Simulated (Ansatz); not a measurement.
Cl2FH3OSSi2, SMILES `O[SiH2]S[Si](F)(Cl)Cl`, relaxed with RKS PBE0-D4/def2-TZVP in the Gaussian-basis code of Ansatz from a GFN2-xTB geometry. The force threshold is 0.005 eV/Å; the program also tests the step.

The species carries charge 0 and has multiplicity 1.

Start:

```xyz
10

O    -0.661    0.311    1.963
Si    0.381   -0.790    1.433
S     1.562    0.023   -0.236
Si    0.071    0.507   -1.649
F    -1.167    1.173   -0.826
Cl    0.689    1.901   -2.929
Cl   -0.774   -1.071   -2.555
H    -1.200    0.876    1.411
H     1.369   -0.944    2.475
H    -0.269   -1.984    0.913
```

Task: By how much does the energy fall, and how many steps does the optimiser take? (An estimate is asked.)

Result: Computed: 0.16 eV, in 16 steps.

Task: Which bonds change most? (Estimate.)

Result: The calculation gave: Si2–S3 from 2.200 to 2.165 Å; Si4–F5 from 1.630 to 1.595 Å; Si2–H9 from 1.445 to 1.475 Å; Si4–Cl6 from 1.991 to 2.021 Å.

Task: Give the relaxed structure. (An estimate is asked.)

Result: Ansatz gave: 
```xyz
10

O    -0.535    0.443    2.142
Si    0.359   -0.677    1.360
S     1.587    0.177   -0.205
Si    0.063    0.463   -1.605
F    -1.246    0.991   -0.862
Cl    0.624    1.858   -2.956
Cl   -0.498   -1.225   -2.575
H    -1.195    0.915    1.628
H     1.325   -1.220    2.334
H    -0.484   -1.725    0.739
```
